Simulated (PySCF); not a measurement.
Gas-phase reaction: 2 NbOCl3 + 4 ClO ⇌ 2 NbCl5 + 3 O2

Computed with PySCF (xtb for GFN2) and rigid-rotor harmonic-oscillator thermochemistry at 1 bar. † marks an energy on the PBE0/def2-TZVP geometry and frequencies; other levels use their own. Open shells (unrestricted): ClO (multiplicity 2, electronic degeneracy 4), O2 (multiplicity 3); the rest are closed-shell singlets. GFN2 has no spin-polarisation term. Spin-orbit splitting is ignored; it lowers the true energy and changes the entropy of ClO. B3LYP is the form with VWN-RPA correlation. Nb: scalar-relativistic def2 core potential, no spin-orbit coupling. The harmonic model lacks anharmonicity and excited electronic states, which grow with temperature; levels with a mode under 35 cm⁻¹ are left out. Soft modes under 120 cm⁻¹ make the harmonic entropy rough for NbOCl3, NbCl5.

| level | ΔE electronic, kJ | ΔH°(298 K), kJ | ΔS°(298 K), J/K | ΔG°(1200 K), kJ |
|---|---|---|---|---|
| B3LYP/def2-TZVP† | -319 | -309 | -200 | -79 |
| GFN2-xTB | -141 | -132 | -183 | 76 |
| M06-2X/def2-TZVP† | -371 | -361 | -200 | -131 |
| PBE/def2-SVP | -517 | -507 | -202 | -275 |
| PBE0/def2-QZVP† | -362 | -353 | -200 | -123 |
| PBE0/def2-SVP† | -544 | -534 | -200 | -304 |
| PBE0/def2-TZVP | -375 | -366 | -200 | -135 |
| r2SCAN/def2-TZVP† | -405 | -396 | -200 | -165 |
| LDA/def2-TZVP† | -416 | -406 | -200 | -176 |
| ωB97M-V/def2-TZVP† | -350 | -341 | -200 | -110 |
| ωB97X-V/def2-TZVP† | -360 | -350 | -200 | -120 |
ΔH° is lowest at PBE0/def2-SVP† and highest at GFN2-xTB. No reference value is set beside these.
